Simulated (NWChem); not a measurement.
Molecule: SnH₂SO, singlet; SMILES [OH][Sn][SH]

```xyz
5

Sn    -0.3447    -0.4701     0.0000
O      1.5081    -1.2083     0.0000
H      2.2228    -0.5597     0.0000
S      0.3421     1.9050     0.0000
H     -0.9323     2.3553     0.0000
```
Atoms are numbered in this order, from 1.

Level: PBE0/def2-SVP with def2 effective core potentials on Sn (NWChem), optimised geometry, unscaled harmonic frequencies. Low-valent species are run as closed-shell singlets; no triplet was tried in these runs. def2 effective core potentials on Sn; no spin-orbit coupling.

### Question
List the harmonic frequencies with IR intensities, and the thermochemistry.

### Answer
```
frequency (cm⁻¹)  IR intensity (km/mol)
----------------  ---------------------
141                                10.9
251                                33.8
329                                44.1
411                               119.9
607                                49.2
609                                68.2
748                                64.9
2714                                0.9
3879                               59.3
```

* **zero-point energy**: 13.8 kcal/mol
* **thermal correction to the enthalpy at 298.15 K (with zero-point energy)**: 17.6 kcal/mol
* **heat capacity Cv**: 15.5 cal/(mol K)
* **entropy at 298.15 K and 1 atm (symmetry number 1)**: 75.2 cal/(mol K)

Rigid rotor and harmonic oscillator.
